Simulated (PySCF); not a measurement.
**C₆ coefficients of unlike pairs at PBE0**

Calculated with PySCF 2.14 from the dipole response of each species, C₆(A,B) = (3/π) ∫ α_A(iu) α_B(iu) du, in atomic units, from isotropic polarisabilities. For ions this is the dispersion term alone; charge-induced terms of lower order in 1/R come first.

```tsv
species	configuration	basis	relativity	α (bohr³)	C₆ (like pair)
Ta	[Xe] 4f14 5d3 6s2 (4F)	x2c-TZVPPall with one added diffuse shell each of s, p, d, f type (12s8p8d4f1g)	spin-free X2C	84.08	1079
Ca⁺	[Ar] 4s1 (2S)	aug-cc-pwCVTZ-X2C (9s8p6d3f)	spin-free X2C	84.51	630.7
Se	[Ar] 3d10 4s2 4p4 (3P)	x2c-QZVPPall with one added diffuse shell each of s, p, d, f type (12s9p6d5f1g)	spin-free X2C	26.39	220.4
Sc⁺	[Ar] 3d1 4s1 (3D)	aug-cc-pwCVTZ-DK with one added diffuse shell each of s, p, d, f, g type (11s10p8d5f4g)	spin-free X2C	62.97	435.6
```

(1) Estimate C₆ for Sc⁺ with Ta.

No spin-orbit coupling is included.

The other pairs:

```json
{"pair": "Se, Ca⁺", "C₆": "319.2"}
{"pair": "Se, Ta", "C₆": "466.1"}
{"pair": "Sc⁺, Se", "C₆": "279.6"}
{"pair": "Ca⁺, Ta", "C₆": "797.7"}
{"pair": "Sc⁺, Ca⁺", "C₆": "521.1"}
```

Answers

(1) The integral gives 677.5. The combination rule 2 C_A C_B / (C_A α_B/α_A + C_B α_A/α_B) gives 676.5 and the geometric mean 685.7.
